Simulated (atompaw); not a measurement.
**Reading a pseudo-wave (Tl (Z = 81))**

Columns: radius, all-electron u(r) and pseudo u(r) of the 5d shell (level -15.49 eV) of thallium in the configuration [Xe] 4f14 5d10 6s2 6p1; PBE, scalar-relativistic, PAW (atompaw) scheme, atompaw 4.2.0.5.

| r (bohr) | all-electron | pseudo |
| --- | --- | --- |
| 0.113 | 0.3081 | 0.0003 |
| 0.227 | -0.2129 | 0.0026 |
| 0.340 | -0.4677 | 0.0086 |
| 0.454 | -0.2602 | 0.0199 |
| 0.567 | 0.1080 | 0.0372 |
| 0.681 | 0.4526 | 0.0615 |
| 0.794 | 0.7023 | 0.0920 |
| 0.908 | 0.8565 | 0.1287 |
| 1.021 | 0.9296 | 0.1696 |
| 1.135 | 0.9449 | 0.2134 |
| 1.248 | 0.9218 | 0.2575 |
| 1.362 | 0.8748 | 0.3000 |
| 1.475 | 0.8154 | 0.3380 |
| 1.588 | 0.7502 | 0.3696 |
| 1.702 | 0.6833 | 0.3932 |
| 1.815 | 0.6187 | 0.4072 |
| 1.929 | 0.5568 | 0.4112 |
| 2.042 | 0.4997 | 0.4054 |
| 2.156 | 0.4467 | 0.3905 |
| 2.269 | 0.3988 | 0.3685 |
| 2.383 | 0.3551 | 0.3409 |
| 2.496 | 0.3161 | 0.3106 |
| 2.610 | 0.2808 | 0.2792 |
| 2.723 | 0.2494 | 0.2492 |
| 2.837 | 0.2212 | 0.2212 |
| 2.950 | 0.1963 | 0.1963 |

Question: How many radial nodes do the two functions have?

Answer: The all-electron 5d function has n − l − 1 = 2; the pseudo-wave has 0, since the states of the same l below it are removed with the core.

Question: Where does each function peak?

Answer: Outermost all-electron maximum near 1.14 bohr, pseudo maximum near 1.93 bohr (to the table’s step).

Question: Is the pseudo-wave norm-conserving?

Answer: No, it belongs to a PAW set: the norm inside the radius is not constrained, and the difference is carried by the augmentation charge.
